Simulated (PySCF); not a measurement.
C₃H₃BO₂, SMILES C#CB(O)C=O. Heavy atoms are numbered as in [CH:1]#[C:2][B:3]([OH:4])[CH:5]=[O:6]. Hydrogens are named by the atom that carries them.

Coordinates come from a PBE0-D3(BJ)/def2-SVP optimisation. This is a generated structure with no PubChem entry under its InChIKey; it may be hypothetical. The values are those of a single conformer.

These are PBE/def2-TZVP (PySCF) values and carry that method's errors.

ESP charges are fitted to the potential on shells at 1.4 to 2.0 van der Waals radii. Atomic charges (e), one atom of each kind:

```tsv
atom	ESP fit	Mulliken	IAO	Löwdin
C1 (CH)	-0.28	-0.23	-0.16	-0.03
C2	-0.24	0.00	-0.15	0.00
B3	0.49	0.12	0.30	-0.68
O4 (OH)	-0.63	-0.31	-0.46	0.28
C5 (CH)	0.34	0.05	0.12	-0.22
O6	-0.40	-0.20	-0.33	0.18
H on C1	0.29	0.17	0.21	0.13
H on O4	0.45	0.33	0.38	0.22
H on C5	-0.02	0.06	0.09	0.12
```

Computed Mayer and Wiberg (Löwdin basis) orders of the bonds:
| bond | Mayer | Wiberg |
|---|---|---|
| C1–C2 | 2.73 | 2.85 |
| C2–B3 | 1.14 | 1.23 |
| B3–O4 | 1.45 | 2.03 |
| B3–C5 | 0.94 | 1.12 |
| C5–O6 | 2.07 | 2.74 |
